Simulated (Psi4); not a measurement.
H₄Si₂ (SMILES [SiH][SiH3]), singlet, geometry from GFN2-xTB; R2SCAN/def2-SVPD (Psi4).

Input for Psi4:
```
memory 2 GB

molecule {
0 1
  Si   -0.28890628    0.94648061    0.77145085
  H     0.38260808    2.12232723    0.12965429
  Si    0.20732861   -0.80767768   -0.59742707
  H     0.99631510   -0.86130348   -1.84096251
  H    -1.09168725   -1.38838644   -0.98924045
  H     0.85485143   -1.81587820    0.26421584
}

set basis def2-svpd
set scf_type pk
set puream true
set d_convergence 1e-8
set dft_radial_points 99
set dft_spherical_points 590

energy('r2scan')
print_variables()
```

The log (banner, timings and long lists left out):

```
   => Loading Basis Set <=

    Name: DEF2-SVPD
    Role: ORBITAL
    Keyword: BASIS

         ---------------------------------------------------------
                                   SCF
               by Justin Turney, Rob Parrish, Andy Simmonett
                          and Daniel G. A. Smith
                              RKS Reference
         ---------------------------------------------------------

  ==> Geometry <==

    Molecular point group: c1
    Full point group: C1

    Geometry (in Angstrom), charge = 0, multiplicity = 1:

       Center              X                  Y                   Z               Mass
    ------------   -----------------  -----------------  -----------------  -----------------
         SI          -0.270047142534     0.914392127097     0.731220006754    27.976926534650
         H            0.401467217466     2.090238747097     0.089423446754     1.007825032230
         SI           0.226187747466    -0.839766162903    -0.637657913246    27.976926534650
         H            1.015174237466    -0.893391962903    -1.881193353246     1.007825032230
         H           -1.072828112534    -1.420474922903    -1.029471293246     1.007825032230
         H            0.873710567466    -1.847966682903     0.223984996754     1.007825032230

  Running in c1 symmetry.

  Rotational constants: A =      2.28891  B =      0.19407  C =      0.19018 [cm^-1]
  Rotational constants: A =  68619.84299  B =   5818.16840  C =   5701.42397 [MHz]
  Nuclear repulsion =   76.098879974037672

  Charge       = 0
  Multiplicity = 1
  Electrons    = 32
  Nalpha       = 16
  Nbeta        = 16

  ==> Algorithm <==

  SCF Algorithm Type is PK.
  DIIS enabled.
  MOM disabled.
  Fractional occupation disabled.
  Guess Type is SAD.
  Energy threshold   = 1.00e-06
  Density threshold  = 1.00e-08
  Integral threshold = 1.00e-12

  ==> Primary Basis <==

  Basis Set: DEF2-SVPD
    Blend: DEF2-SVPD
    Number of shells: 36
    Number of basis functions: 80
    Number of Cartesian functions: 84
    Spherical Harmonics?: true
    Max angular momentum: 2

  ==> DFT Potential <==

   => LibXC <=

    Version 7.1.2
    S. Lehtola, C. Steigemann, M. J. T. Oliveira, and M. A. L. Marques,  SoftwareX 7, 1–5 (2018) (10.1016/j.softx.2017.11.002)

   => Composite Functional: R2SCAN <=

    r2SCAN Meta-GGA XC Functional  (0.1021/acs.jpclett.0c02405)
    J. W. Furness, A. D. Kaplan, J. Ning, J. P. Perdew, J. Sun  J. Phys. Chem. Lett.  11, 8208–8215, 2020

    Deriv               =              1
    GGA                 =           TRUE
    Meta                =           TRUE

    Exchange Hybrid     =          FALSE
    MP2 Hybrid          =          FALSE

   => Exchange Functionals <=

    1.0000   XC_MGGA_X_R2SCAN

   => Correlation Functionals <=

    1.0000   XC_MGGA_C_R2SCAN

   => LibXC Density Thresholds  <==

    XC_MGGA_C_R2SCAN:  1.00E-15
    XC_MGGA_X_R2SCAN:  1.00E-11

   => Molecular Quadrature <=

    Radial Scheme          =       TREUTLER
    Pruning Scheme         =           NONE
    Nuclear Scheme         =       TREUTLER

    Blocking Scheme        =         OCTREE
    BS radius alpha        =              1
    Pruning alpha          =              1
    Radial Points          =             99
    Spherical Points       =            590
    Total Points           =         335975
    Total Blocks           =           2462
    Max Points             =            256
    Max Functions          =             79
    Weights Tolerance      =       1.00E-15

  ==> Integral Setup <==

  Using in-core PK algorithm.
   Calculation information:
      Number of atoms:                   6
      Number of AO shells:              36
      Number of primitives:             64
      Number of atomic orbitals:        84
      Number of basis functions:        80

      Integral cutoff                 1.00e-12
      Number of threads:                 1

  Performing in-core PK
  Using 10500840 doubles for integral storage.
  We computed 216519 shell quartets total.
  Whereas there are 222111 unique shell quartets.

  ==> DiskJK: Disk-Based J/K Matrices <==

    J tasked:                  Yes
    K tasked:                   No
    wK tasked:                  No
    Schwarz Cutoff:          1E-12

  Minimum eigenvalue in the overlap matrix is 3.1295032339E-04.
  Reciprocal condition number of the overlap matrix is 4.6207504314E-05.
    Using symmetric orthogonalization.

  ==> Pre-Iterations <==

  SCF Guess: Superposition of Atomic Densities via on-the-fly atomic UHF (no occupation information).

   -------------------------
    Irrep   Nso     Nmo
   -------------------------
     A         80      80
   -------------------------
    Total      80      80
   -------------------------

  ==> Iterations <==

                        Total Energy        Delta E     RMS |[F,P]|

   @RKS iter SAD:  -580.68750413977739   -5.80688e+02   0.00000e+00
   @RKS iter   1:  -581.00088730405923   -3.13383e-01   3.16404e-03 DIIS/ADIIS
   @RKS iter   2:  -581.02022736522827   -1.93401e-02   2.52222e-03 DIIS/ADIIS
   @RKS iter   3:  -581.05325029897119   -3.30229e-02   5.66785e-04 DIIS/ADIIS
   @RKS iter   4:  -581.05537979481960   -2.12950e-03   7.56208e-05 DIIS
   @RKS iter   5:  -581.05542286309071   -4.30683e-05   2.32361e-05 DIIS
   @RKS iter   6:  -581.05542655452746   -3.69144e-06   5.57912e-06 DIIS
   @RKS iter   7:  -581.05542674788740   -1.93360e-07   1.11991e-06 DIIS
   @RKS iter   8:  -581.05542675542881   -7.54142e-09   3.04343e-07 DIIS
   @RKS iter   9:  -581.05542675599565   -5.66843e-10   1.03833e-07 DIIS
   @RKS iter  10:  -581.05542675607126   -7.56017e-11   1.27482e-08 DIIS
   @RKS iter  11:  -581.05542675607285   -1.59162e-12   2.93582e-09 DIIS
  Energy and wave function converged.

  ==> Post-Iterations <==

   Electrons on quadrature grid:
      Ntotal   =   32.0000003088 ; deviation = 3.088e-07

    Orbital Energies [Eh]
    ---------------------

    Doubly Occupied:

[...]
      16A     -0.211007

    Virtual:

[...]
      80A      2.313294

    Final Occupation by Irrep:
              A
    DOCC [    16 ]
    NA   [    16 ]
    NB   [    16 ]

  @RKS Final Energy:  -581.05542675607285

   => Energetics <=

    Nuclear Repulsion Energy =             76.0988799740376720
    One-Electron Energy =                -955.6318025371509748
    Two-Electron Energy =                 341.6543174373659895
    DFT Exchange-Correlation Energy =     -43.1768216303255485
    Empirical Dispersion Energy =           0.0000000000000000
    VV10 Nonlocal Energy =                  0.0000000000000000
    Total Energy =                       -581.0554267560728476

Computation Completed

Properties will be evaluated at   0.000000,   0.000000,   0.000000 [a0]

Properties computed using the SCF density matrix

 Multipole Moments:

 ------------------------------------------------------------------------------------
     Multipole            Electronic (a.u.)      Nuclear  (a.u.)        Total (a.u.)
 ------------------------------------------------------------------------------------

 L = 1.  Multiply by 2.5417464519 to convert [e a0] to [Debye]
 Dipole X            :         -1.0335248            1.1404353            0.1069106
 Dipole Y            :          2.1149415           -1.9404300            0.1745115
 Dipole Z            :          2.3263005           -2.4328086           -0.1065082
 Magnitude           :                                                    0.2307122

 ------------------------------------------------------------------------------------

  Variable Map:
  ----------------------------------------------------------------------------
[...]
  Array Variable Map:
  ----------------------------------------------------------------------------
[...]
[...]
```
